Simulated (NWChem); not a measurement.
CH3O2 cation; SMILES O=C[OH2+]

```xyz
6

O     -0.2910     1.2129    -0.0011
C      0.4593     0.3471    -0.0034
O     -0.1514    -1.1087    -0.0258
H      1.5530     0.2073    -0.0154
H      0.3529    -1.9229     0.1766
H     -1.1226    -1.2009     0.0741
```
Atoms are numbered in this order, from 1.

Computed with NWChem. Medium grid unless said otherwise, to which SCAN and Minnesota functionals are sensitive. The geometry was optimised at PBE0/def2-SVP. B3LYP is NWChem's, with the RPA form of VWN correlation. Total energies of different functionals are on different scales.

```csv
level,energy (Ha),highest occupied level (eV),orbital gap (eV)
B3LYP/def2-SVP,-189.8805,-16.40,8.66
PBE/def2-SVP,-189.6796,-15.01,6.31
HCTH/407/def2-SVP,-189.8481,-15.28,6.41
MN15-L/def2-SVP,-189.6679,-15.68,7.74
LC-BLYP (range parameter 0.33 per bohr)/def2-SVP,-189.4994,-18.89,13.78
BP86/def2-SVP,-189.8867,-15.11,6.34
r2SCAN/def2-SVP,-189.7809,-15.41,6.94
"LC-wPBE (HJS exchange hole, range parameter 0.4 per bohr)/def2-SVP",-189.7490,-19.49,14.70
```
